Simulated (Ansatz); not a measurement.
A nudged elastic band was laid between two geometries of BrH + CH5BO (10 atoms, charge 0, multiplicity 1).

Level of theory: RKS B3LYP-D4/def2-SVP in Ansatz.

* movable images: 5
* climbing image: yes
* spring: 5.0 eV/Å²
* optimiser: quadratic models (default)
* start path: through a guess of the saddle point
* force threshold: 0.05 eV/Å
* iteration limit: 60
* end points: relaxed

Initial state:

```xyz
10
Properties=species:S:1:pos:R:3
B -0.403 0.132 -0.138
O -0.594 0.786 1.044
H -1.485 0.695 1.411
H 0.708 0.244 -0.602
C -1.527 -0.700 -0.847
H -1.182 -1.738 -1.004
H -2.493 -0.731 -0.316
H -1.702 -0.294 -1.860
Br 1.742 2.757 2.415
H 0.710 1.904 1.875
```

Final state:

```xyz
10
Properties=species:S:1:pos:R:3
B -0.066 0.464 0.014
O -0.261 0.103 1.639
H -1.123 0.466 1.912
H 1.047 0.051 -0.210
C -1.308 -0.175 -0.732
H -1.322 -1.274 -0.631
H -2.282 0.219 -0.388
H -1.242 0.049 -1.809
Br -0.069 2.515 0.070
H 0.399 0.639 2.115
```

(1) What changes between the two ends?

(2) What energy profile does the band end with?

(3) What is the geometry of the highest image?

(4) What are the harmonic wavenumbers there?

Results:

(1) Bonds broken: Br9–H10. Bonds formed: B1–Br9, O2–H10. BrH + CH5BO becomes CH6BBrO.

(2) The forces met the threshold. The highest image is number 5 of 0 to 6, 0.86 eV above the first end and 0.53 eV above the last; the last end lies 0.33 eV above the first. A vibrational analysis at the climbing image gives one clearly imaginary mode, 937i cm⁻¹: a first-order saddle point. The orbitals stay closed-shell, which can raise the energy where a bond breaks towards radicals; this wasn't checked here.

```csv
image,path coordinate (Å),energy (eV),Br9–H10 (Å),B1–Br9 (Å),O2–H10 (Å)
0,0.00,0.00,1.44,4.24,1.91
1,0.88,0.01,1.44,4.20,1.92
2,1.76,0.02,1.44,4.06,1.96
3,2.63,0.05,1.44,3.82,2.03
4,3.51,0.13,1.44,3.31,1.95
5,4.39,0.86,1.73,2.57,1.20
6,5.62,0.33,2.82,2.05,0.97
```

(3) 
```xyz
10
Properties=species:S:1:pos:R:3:forces:R:3
B -0.049 0.111 0.121 0.00 0.00 0.04
O -0.137 0.148 1.613 0.00 0.00 -0.03
H -1.057 0.078 1.917 0.00 0.00 0.00
H 1.070 -0.088 -0.255 -0.01 0.00 0.00
C -1.344 -0.212 -0.688 0.03 0.02 -0.01
H -1.457 -1.313 -0.746 -0.01 -0.01 0.00
H -2.267 0.203 -0.252 0.01 0.00 0.00
H -1.260 0.149 -1.725 -0.01 -0.01 0.01
Br 0.188 2.650 0.438 0.00 0.00 0.01
H 0.085 1.329 1.555 0.00 0.00 -0.02
```

(4) 937i, 140, 164, 318, 354, 416, 512, 716, 776, 880, 963, 1026, 1105, 1157, 1266, 1342, 1421, 1440, 1464, 2694, 3008, 3085, 3128, 3760 cm⁻¹.

Time of the run: 7.8 min on 2 threads of Arm Neoverse N1, on a shared host, peak memory 0.24 GiB.
